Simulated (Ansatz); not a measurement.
The same path of CH3ClZn + H (7 atoms, charge 0, multiplicity 2) was run twice with different band settings. Lost on the way: Zn1–Cl2. Made: Cl2–H7.

All numbers below come from UKS PBE0/def2-SVP in Ansatz.

Relaxed end points:

```xyz
7
Properties=species:S:1:pos:R:3
Zn 0.000 -0.001 -0.163
Cl 0.001 -0.002 1.955
C 0.000 0.000 -2.094
H 0.275 -0.991 -2.485
H -0.997 0.258 -2.484
H 0.721 0.735 -2.484
H -0.001 0.002 5.374
```

```xyz
7
Properties=species:S:1:pos:R:3
Zn 0.000 0.000 -0.246
Cl -0.004 -0.005 3.359
C 0.000 0.000 -2.263
H 0.278 -1.001 -2.627
H -1.006 0.261 -2.627
H 0.728 0.742 -2.627
H 0.002 0.003 4.649
```

Common settings: movable images 5; spring 5.0 eV/Å²; start path through a guess of the saddle point; force threshold 0.05 eV/Å; iteration limit 60; end points relaxed.

| run | climbing image | optimiser |
| --- | --- | --- |
| 1 | yes | quadratic models (default) |
| 2 | from the first iteration | lbfgs |

What does each run give, and how far can it be trusted?

Run 1: converged after 8 iterations, highest image 0.580 eV above the first end. A vibrational analysis at the climbing image gives one clearly imaginary mode, 458i cm⁻¹: a first-order saddle point.
Run 2: converged after 24 iterations, highest image 0.580 eV above the first end. Another band between the same ends (5 images) ends at a top of the same energy, where a vibrational analysis finds 1 clearly imaginary mode.
